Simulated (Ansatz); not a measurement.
`F[SiH2]O[SiH2][SiH3]` and `[SiH3][SiH2]O[SiH2]S` differ in one atom or group.

Ansatz, PBE0-D4/def2-TZVP geometries, multiplicity 1. Each molecule was computed in one conformer, which needn't be the lowest.

| property | `F[SiH2]O[SiH2][SiH3]` |
| --- | --- |
| LUMO energy (ωB97M-V/def2-TZVPP) / eV | 1.19 |
| LUMO energy (PBE0/def2-TZVPP) / eV | -0.58 |
| HOMO energy (PBE/def2-TZVPP) / eV | -6.94 |
| HOMO energy (ωB97M-V/def2-TZVPP) / eV | -10.20 |
| size of the dipole moment (PBE/def2-TZVPP) / D | 1.13 |
| size of the dipole moment (B3LYP/def2-TZVPP) / D | 1.22 |

(1) Give the same properties after the change, and the shifts. (An estimate is asked.)

Results:

(1) Ansatz gave: 
| property | `[SiH3][SiH2]O[SiH2]S` | shift |
| --- | --- | --- |
| LUMO energy (ωB97M-V/def2-TZVPP) / eV | 1.19 | 0.00 |
| LUMO energy (PBE0/def2-TZVPP) / eV | -0.54 | 0.04 |
| HOMO energy (PBE/def2-TZVPP) / eV | -6.56 | 0.38 |
| HOMO energy (ωB97M-V/def2-TZVPP) / eV | -10.00 | 0.20 |
| size of the dipole moment (PBE/def2-TZVPP) / D | 0.65 | -0.48 |
| size of the dipole moment (B3LYP/def2-TZVPP) / D | 0.64 | -0.58 |

Dipoles are sizes alone; their direction can turn.

B3LYP here is the variant with VWN-RPA as its local correlation; programs differ in this.
